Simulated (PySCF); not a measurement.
## EPR parameters of C3H9OSi2

Species: C₃H₉OSi₂ (doublet state).
Numbering: `[CH3:1][SiH:2][CH2:3][C:4](=[O:5])[SiH3:6]` (hydrogens: H7, H8, H9 on C1; H10 on Si2; H11, H12 on C3; H13, H14, H15 on Si6)

Geometry (GFN2-xTB, Å), atoms numbered from 1 in this order:
```xyz
15
C3H9OSi2 angstrom
C     -2.4092    0.1607   -0.9464
Si    -1.3382    0.1958    0.6141
C      0.0733   -1.0925    0.5482
C      0.8964   -0.5398   -0.5612
O      0.6197   -0.7546   -1.7357
Si     2.3663    0.6192   -0.1585
H     -2.9636    1.0862   -1.0765
H     -1.7596    0.0275   -1.8116
H     -3.1244   -0.6581   -0.9447
H     -0.8228    1.5277    0.9484
H     -0.3293   -2.0713    0.2909
H      0.6276   -1.1460    1.4805
H      3.5903   -0.1366   -0.4189
H      2.2891    1.8003   -1.0142
H      2.2801    0.9896    1.2579
```

The hyperfine couplings belong to this conformer and change with its torsions.

Computed, not measured: PySCF 2.14.0, UKS B3LYP, pcH-1 on C H O Si, non-relativistic, mean-field spin-orbit, GIAO. The structure is a single GFN2-xTB conformer in the gas phase; no vibrational or solvent corrections. A GFN2-xTB geometry isn't a minimum of the functional, and hyperfine couplings can be far from their values at a DFT geometry, by a factor of two or more for some ions and for spin on atoms past the first row. The SCF solution wasn't tested for stability.

```json
{
 "g1, g2, g3": "2.00289, 2.00436, 2.00600",
 "g_iso": "2.00442",
 "Form of g": "rhombic: the two nearest values differ by 47 % of g3 − g1",
 "⟨S²⟩": "0.7542 (exact 0.7500)",
 "Basis functions": "260"
}
```

Isotropic coupling and dipolar principal values T1 to T3, in 10⁻⁴ cm⁻¹ (1 × 10⁻⁴ cm⁻¹ = 2.998 MHz):

```
atom  isotope   a_iso  of which spin–orbit     T1    T2    T3  Mulliken spin population
  C1      13C     7.8                  0.0   -1.5  -1.2   2.6                     -0.01
 Si2     29Si  -146.9                  0.3  -54.5  27.2  27.4                      0.91
  C3      13C     2.7                  0.0   -0.9  -0.8   1.7                     -0.02
  C4      13C     8.8                  0.0   -2.3  -0.3   2.6                      0.01
  O5      17O    -1.9                  0.0   -9.7   4.3   5.4                      0.08
 Si6     29Si     0.6                  0.0   -0.5   0.1   0.3                      0.01
  H7       1H    -0.5                  0.0   -1.2  -0.5   1.7                      0.00
  H8       1H    16.6                  0.0   -1.4   0.3   1.1                      0.02
  H9       1H     5.0                  0.0   -1.5  -0.9   2.4                      0.00
 H10       1H     9.8                  0.0   -3.2   0.4   2.8                      0.00
 H11       1H     2.1                  0.0   -1.2  -0.6   1.8                      0.00
 H12       1H     3.2                  0.0   -1.2  -0.8   2.0                      0.00
 H13       1H     0.1                  0.0   -0.2  -0.2   0.4                      0.00
 H14       1H     1.7                  0.0   -0.3  -0.2   0.5                      0.00
 H15       1H     0.7                  0.0   -0.4  -0.3   0.7                      0.00
```

Largest spin populations (Mulliken): Si2 (+0.91) and O5 (+0.08). Si2 is the only atom above +0.15. The angles at Si2 add up to 337.0°, so it is pyramidal.

Axes: g2 points within 15° of the Si2–C3 bond.

Under fast tumbling the dipolar parts average out, and these isotropic splittings remain: 1 × 1H (H10, I = 1/2, 2 lines) with 1.05 mT, 3 × 1H (H7/H8/H9, I = 1/2, 4 lines) with 0.75 mT, 2 × 1H (H11/H12, I = 1/2, 3 lines) with 0.28 mT and 3 × 1H (H13/H14/H15, I = 1/2, 4 lines) with 0.09 mT.

Means are taken over nuclei equivalent by connectivity, which assumes that they swap fast. The three 1H nuclei of mean +21.0 MHz run from -1.6 to 49.6 MHz in the frozen geometry.

The 13C coupling of C4 (26.5 MHz) shows only in satellite lines or after enrichment, since that isotope makes up about 1.07 % of natural carbon.

The 29Si coupling of Si2 (-440.3 MHz) shows only in satellite lines or after enrichment, since that isotope makes up about 4.7 % of natural silicon.
